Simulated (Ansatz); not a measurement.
`CC[BH][AlH2]` → `[BH2][AlH2]` + `C=C`  (β-hydride elimination)

Computed with Ansatz on PBE0-D4/def2-TZVP structures; ΔE is electronic, products minus reactants. CBS: MP2 limit from def2 TZ/QZ plus the TZ coupled-cluster correction, frozen cores. This one scheme is used for every species. DFT in def2-TZVPP. Each species was taken in one conformer, which may not be the lowest.

```
             level  ΔE (kcal/mol)  difference from CCSD(T)/CBS
            PBE-D4           38.6                          3.9
         revPBE-D4           37.2                          2.5
           BLYP-D4           31.7                         -3.0
            B97M-V           36.9                          2.2
        r2SCANh-D4           38.7                          4.0
          BHLYP-D4           35.5                          0.8
           ωB97X-V           37.6                          2.9
            revPBE           31.9                         -2.8
              BLYP           27.5                         -7.2
              PBE0           38.5                          3.8
       HF/def2-SVP           30.4                         -4.3
      MP2/def2-SVP           38.6                          3.9
     CCSD/def2-SVP           35.3                          0.6
     HF/def2-TZVPP           26.9                         -7.8
    MP2/def2-TZVPP           36.9                          2.2
SCS-MP2/def2-QZVPP           33.9                         -0.8
       CCSD(T)/CBS           34.7                            0
```

Largest T1 diagnostic among the species: 0.011.

From PBE to PBE0 (25 % exact exchange), in def2-TZVPP and without D4, ΔE moves by +1.9 kcal/mol. Leaving LDA and LC-ωPBE aside and taking each functional with its dispersion term where it has one, the values spread over 8.6 kcal/mol, from BLYP-D4 to PBE0-D4. LDA lies +11.0 kcal/mol from PBE without D4. The D4 term adds +3.2 kcal/mol with B3LYP and +1.7 kcal/mol with PBE0; it sums over pairs of atoms, weighted by their polarisabilities, and B3LYP, whose exchange is more repulsive, gets the larger term.

B3LYP here is the variant with VWN-RPA as its local correlation; programs differ in this.
